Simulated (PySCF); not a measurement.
Species: C4H11NSi.
Z-matrix (Å and degrees, PBE0-D3(BJ)/def2-SVP geometry), rows numbered from 1:
```
C 
N   1  1.4414
Si  2  1.7226  1  127.81
C   3  1.8977  2  123.15  1   130.72
C   4  1.5508  3   86.38  2   141.28
C   5  1.5511  4  100.66  3   -24.26
H   1  1.1056  2  112.71  3   119.80
H   1  1.1004  2  109.74  3     0.80
H   1  1.1058  2  112.80  3  -118.26
H   2  1.0139  1  113.85  3   179.35
H   3  1.4970  2  105.42  1    -0.74
H   4  1.0997  3  122.33  2   -98.78
H   4  1.1036  3  110.78  2    30.51
H   5  1.1028  4  114.88  3  -148.22
H   5  1.1028  4  109.83  3    91.51
H   6  1.1037  3  110.69  2   -30.91
H   6  1.0997  3  122.45  2    98.37
```

The calculation used TDDFT CAM-B3LYP/def2-SVPD, vertical, gas phase, core orbitals frozen in the response in PySCF 2.14.0, density-fitted response routines.

Computed states:

| state | E (eV) | f |
| --- | --- | --- |
| S1 | 6.03 | 0.0028 |
| S2 | 6.78 | 0.031 |
| S3 | 7.05 | 0.131 |
| S4 | 7.09 | 0.0011 |
| S5 | 7.20 | 0.0010 |
| S6 | 7.68 | 0.0017 |
| S7 | 7.72 | 0.0064 |
| S8 | 7.82 | 0.0069 |
| S9 | 7.96 | 0.011 |
| S10 | 8.10 | 0.033 |

Each state is given a Gaussian of 0.3 eV full width at half maximum, with ε(max) = 2.175×10⁸ f / Δν̃ (Δν̃ the width in cm⁻¹). The cross-section is σ = 3.8235×10⁻²¹ ε cm², given in Mb (10⁻¹⁸ cm²). The width is an assumption, not a result. The curve ends short of the highest state used, and states not computed would add to its high-energy end.

(1) Give the broadened spectrum and its maxima.

(2) On this curve, what absorbance would a 10⁻³ mol/L sample give at 193 nm over a 1 cm path?

(3) Coming from long wavelengths, where does ε first pass 100 L mol⁻¹ cm⁻¹?

Results:

(1) 
| E (eV) | σ (Mb) |
| --- | --- |
| 5.58 | 0.00 |
| 5.63 | 0.01 |
| 5.67 | 0.02 |
| 5.72 | 0.05 |
| 5.76 | 0.09 |
| 5.81 | 0.20 |
| 5.85 | 0.34 |
| 5.90 | 0.55 |
| 5.94 | 0.73 |
| 5.99 | 0.90 |
| 6.03 | 0.96 |
| 6.07 | 0.92 |
| 6.12 | 0.76 |
| 6.16 | 0.59 |
| 6.21 | 0.37 |
| 6.25 | 0.23 |
| 6.30 | 0.12 |
| 6.34 | 0.08 |
| 6.39 | 0.13 |
| 6.43 | 0.27 |
| 6.48 | 0.72 |
| 6.52 | 1.42 |
| 6.57 | 2.92 |
| 6.61 | 4.67 |
| 6.65 | 6.85 |
| 6.70 | 9.92 |
| 6.74 | 12.47 |
| 6.79 | 15.96 |
| 6.83 | 19.47 |
| 6.88 | 25.52 |
| 6.92 | 31.73 |
| 6.97 | 39.86 |
| 7.01 | 44.75 |
| 7.06 | 46.32 |
| 7.10 | 43.12 |
| 7.15 | 34.60 |
| 7.19 | 26.06 |
| 7.23 | 17.84 |
| 7.28 | 9.72 |
| 7.32 | 5.40 |
| 7.37 | 2.34 |
| 7.41 | 1.22 |
| 7.46 | 0.81 |
| 7.50 | 0.99 |

Maxima: 205 nm (6.03 eV), ε about 250, made up of S1 (100%); 176 nm (7.05 eV), ε about 12000, made up of S3 (96%) (ε in L mol⁻¹ cm⁻¹; maxima over ε = 5, shares over 10%). At its high-energy end, 7.50 eV, the curve is still rising (ε about 260, from S6, S7 and S8).

(2) 193 nm is 6.424 eV, where ε is about 64 L mol⁻¹ cm⁻¹, so A = ε c l ≈ 0.064 (Beer–Lambert, with the gas-phase spectrum and the assumed width).

(3) At about 212 nm (5.86 eV), 0.17 eV below S1.

All these states lie below the vertical ionisation energy of 8.57 eV (ΔSCF).

One conformer stands for the species.
